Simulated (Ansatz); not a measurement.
**Question.** Name a neutral molecule of B, C, F, O and H with HOMO energy (B3LYP/def2-TZVPP) between -7.15 and -6.85 eV and HOMO–LUMO gap (PBE/def2-TZVPP) between 3.85 and 4.15 eV (Ansatz, PBE0-D4/def2-TZVP geometry).

**Answer.** `COCBF` (-7.11 eV, 3.96 eV). Other molecules can fit too; these were computed, each in one conformer that needn't be the lowest.

B3LYP here is the variant with VWN-RPA as its local correlation; programs differ in this.
